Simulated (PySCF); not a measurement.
C3H10AlN, SMILES CC[N](C)[AlH2]. Heavy atoms are numbered as in [AlH2:1][N:4]([CH3:5])[CH2:6][CH3:7]. Hydrogens are named by the atom that carries them.

The structure is a stationary point at B3LYP-D3(BJ)/def2-SVP. The values are those of a single conformer.

Level of theory: PBE/def2-TZVP (PySCF).

ESP charges are fitted to the potential on shells at 1.4 to 2.0 van der Waals radii. Atomic charges (e), one atom of each kind:

```tsv
atom	ESP fit	Löwdin
Al1 (AlH2)	0.58	0.19
H on Al1	-0.22	-0.11
N4	-0.21	0.02
C5 (CH3)	-0.46	-0.33
C6 (CH2)	0.17	-0.32
C7 (CH3)	-0.26	-0.32
H on C5	0.14	0.11
H on C6	0.01	0.13
H on C7	0.07	0.12
```
